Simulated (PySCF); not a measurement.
## Electron correlation in Hg (mercury, neutral)

[Xe] 4f14 5d10 6s2, closed-shell 1S. Calculation: PySCF 2.14, in ANO-RCC-VTZP (8s7p5d3f1g, 84 functions); scalar relativity by spin-free X2C-1e. Frozen: [Kr] 4d10 4f14; 20 electrons correlated.

```tsv
level	correlation energy (mhartree)
CCSD	-599.24
(T)	-21.04
CCSD(T)	-620.28
```

Diagnostics: T1 = 0.014, D1 = 0.0516, largest double amplitude 0.048.

Task: Is a single reference adequate?

Result: Yes, within this model without spin-orbit coupling: T1 lies below 0.03 and no double amplitude reaches 0.07.
